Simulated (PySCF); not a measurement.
cadmium atom (Cd), singlet (core potentials on Cd); PBE0/def2-SVP (PySCF).

The PySCF input:
```python
from pyscf import gto, scf, dft

mol = gto.Mole()
mol.atom = '''
    Cd    0.00000000    0.00000000    0.00000000
'''
mol.basis = 'def2-svp'
mol.ecp = {'Cd': 'def2-svp'}
mol.verbose = 4
mol.build()

mf = dft.RKS(mol)
mf.xc = 'pbe0'
mf.init_guess = 'sap'
mf.kernel()
mf.analyze()
```

The log (banner, timings and long lists left out):

```
PySCF version 2.14.0

[INPUT] verbose = 4
[INPUT] num. atoms = 1
[INPUT] num. electrons = 20
[INPUT] charge = 0
[INPUT] spin (= nelec alpha-beta = 2S) = 0
[INPUT] symmetry False subgroup None
[INPUT] Mole.unit = angstrom
[INPUT] Symbol           X                Y                Z      unit          X                Y                Z       unit  Magmom
[INPUT]  1 Cd     0.000000000000   0.000000000000   0.000000000000 AA    0.000000000000   0.000000000000   0.000000000000 Bohr   0.0

nuclear repulsion = 0
number of shells = 11
number of NR pGTOs = 57
number of NR cGTOs = 31
basis = def2-svp
ecp = {'Cd': 'def2-svp'}

******** <class 'pyscf.dft.rks.RKS'> ********
method = RKS
initial guess = sap
damping factor = 0
level_shift factor = 0
DIIS = <class 'pyscf.scf.diis.CDIIS'>
diis_start_cycle = 1
diis_space = 8
diis_damp = 0
SCF conv_tol = 1e-09
SCF conv_tol_grad = None
SCF max_cycles = 50
direct_scf = True
direct_scf_tol = 1e-13
XC library pyscf.dft.libxc version 7.1.2
    S. Lehtola, C. Steigemann, M. J. T. Oliveira, and M. A. L. Marques,  SoftwareX 7, 1–5 (2018)
XC functionals = pbe0
    C. Adamo and V. Barone,  J. Chem. Phys. 110, 6158 (1999)
    M. Ernzerhof and G. E. Scuseria,  J. Chem. Phys. 110, 5029 (1999)
radial grids:
    Treutler-Ahlrichs [JCP 102, 346 (1995); DOI:10.1063/1.469408] (M4) radial grids

becke partition: Becke, JCP 88, 2547 (1988); DOI:10.1063/1.454033
pruning grids: <function nwchem_prune>
grids dens level: 3
symmetrized grids: False
atomic radii adjust function: <function treutler_atomic_radii_adjust>
small_rho_cutoff = 0
Set gradient conv threshold to 3.16228e-05
Initial guess from superposition of atomic potentials (doi:10.1021/acs.jctc.8b01089)
This is the Gaussian fit version as described in doi:10.1063/5.0004046.
Found SAP basis sapgrasplarge

WARN: SAP basis coefficients must be equal or closeto total electronic charge: -48.0 !≃ 20
Check fails with value 28.0

  HOMO = 10.9646967900122  LUMO = 12.6476873934333  gap/eV = 45.79651
tot grids = 22392
init E= -69.9338647714312
  HOMO = -5.4458857083593  LUMO = -5.3491268102948  gap/eV = 2.63294
cycle= 1 E= -162.121786571709  delta_E= -92.2  |g|=    4  |ddm|=   39

WARN: HOMO 0.386583937016173 == LUMO 0.386583937016174

cycle= 2 E= -146.054491095287  delta_E= 16.1  |g|= 7.07  |ddm|= 38.8
  HOMO = -0.564197769989613  LUMO = -0.246558556581272  gap/eV = 8.64340
cycle= 3 E= -167.391839329864  delta_E= -21.3  |g|= 1.14  |ddm|= 18.2
  HOMO = -0.272677116456063  LUMO = -0.0286757937732012  gap/eV = 6.63961
cycle= 4 E= -167.72384054081  delta_E= -0.332  |g|= 0.161  |ddm|= 2.52
  HOMO = -0.218771351424781  LUMO = -0.00679397413012333  gap/eV = 5.76820
cycle= 5 E= -167.733296217886  delta_E= -0.00946  |g|= 0.059  |ddm|= 0.867
  HOMO = -0.231132124123163  LUMO = -0.0145724696061743  gap/eV = 5.89289
cycle= 6 E= -167.734057308266  delta_E= -0.000761  |g|= 0.00432  |ddm|= 0.0799
  HOMO = -0.23357107049317  LUMO = -0.0165061321122721  gap/eV = 5.90664
cycle= 7 E= -167.734061638654  delta_E= -4.33e-06  |g|= 0.000864  |ddm|= 0.00501
  HOMO = -0.233496457916469  LUMO = -0.0164836288215723  gap/eV = 5.90522
cycle= 8 E= -167.734061798372  delta_E= -1.6e-07  |g|= 2.12e-05  |ddm|= 0.00157
  HOMO = -0.233493881212763  LUMO = -0.0164822691839265  gap/eV = 5.90519
cycle= 9 E= -167.734061798474  delta_E= -1.02e-10  |g|= 3.03e-07  |ddm|= 4.52e-05
  HOMO = -0.23349377752081  LUMO = -0.0164822105421359  gap/eV = 5.90519
Extra cycle  E= -167.734061798474  delta_E= -1.14e-13  |g|= 2.94e-07  |ddm|= 2.05e-06
converged SCF energy = -167.734061798474
**** SCF Summaries ****
Total Energy =                        -167.734061798474443
Nuclear Repulsion Energy =               0.000000000000000
One-electron Energy =                 -297.281852715558784
Two-electron Energy =                  129.547790917084342
Two-electron Coulomb Energy =          144.953339429290565
DFT Exchange-Correlation Energy =      -15.405548512206229
HOMO-LUMO gap [eV] =                     5.905185519861778
**** MO energy ****
MO #1   energy= -4.1805957604077   occ= 2
MO #2   energy= -2.67689766036423  occ= 2
MO #3   energy= -2.67689765999514  occ= 2
MO #4   energy= -2.6768976569122   occ= 2
MO #5   energy= -0.50668349974171  occ= 2
MO #6   energy= -0.506683497142308 occ= 2
MO #7   energy= -0.506683496958529 occ= 2
MO #8   energy= -0.506683496626158 occ= 2
MO #9   energy= -0.506683495829647 occ= 2
MO #10  energy= -0.23349377752081  occ= 2
MO #11  energy= -0.0164822105421359 occ= 0
MO #12  energy= -0.016482210539873 occ= 0
MO #13  energy= -0.0164822105360167 occ= 0
MO #14  energy= 0.128347585468771  occ= 0
MO #15  energy= 0.340386138101974  occ= 0
MO #16  energy= 0.340386138235892  occ= 0
MO #17  energy= 0.340386139325104  occ= 0
MO #18  energy= 0.543539481408457  occ= 0
Dipole moment(X, Y, Z, Debye):  0.00000,  0.00000,  0.00000
```
